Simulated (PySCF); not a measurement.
**Be2H4O2: core ionisation energies**

Compound: (HBe-mu-OH)2.
Cartesian coordinates in Å at the PBE0-D3(BJ)/def2-SVP level; atoms count from 1:
```
atom  x, y, z in Å
Be1   -0.8199    0.5099    0.6291
H2    -1.7875    1.0912    1.3649
O3    -0.5709    0.2351   -0.9344
Be4    0.8209   -0.5069   -0.6302
H5     1.7764   -1.1148   -1.3603
O6     0.5775   -0.2220    0.9323
H7    -1.0665    0.4216   -1.7318
H8     1.0700   -0.4140    1.7303
```

Method: delta-SCF UKS SCAN, pcX-2 on the ionised atom, pcseg-1 elsewhere, spin-free X2C (PySCF 2.14.0). Binding energies are ΔSCF values: E(core-ionised, relaxed orbitals) − E(ground state) at a fixed geometry, referred to the vacuum level.

Task: Give the core binding energies atom by atom.

Result: 
```tsv
atom(s)	environment	level	binding energy (eV)	count
Be1/Be4	beryllium bonded to 2 O and H	Be 1s	120.58	2
O3/O6	oxygen bonded to 2 Be and H	O 1s	539.54	2
```

Task: Which effective nuclear charge Zeff reproduces each element's mean 1s value in the hydrogen-like formula E = 13.606 eV × Zeff²?

Result: Be (Z = 4): mean 120.6 eV, Zeff = 2.98, Z − Zeff = 1.02; O (Z = 8): mean 539.5 eV, Zeff = 6.30, Z − Zeff = 1.70. Means run over the listed sites, weighted by atom count.

Task: Which photon wavelength matches the Be 1s of Be1/Be4 threshold?

Result: λ = hc/E = 12398.42 eV Å / 120.58 eV = 102.823 Å.

Atoms equivalent by their bonding share one computed value, that of the first of them. Isolated species at its PBE0-D3(BJ)/def2-SVP geometry (one conformer only).
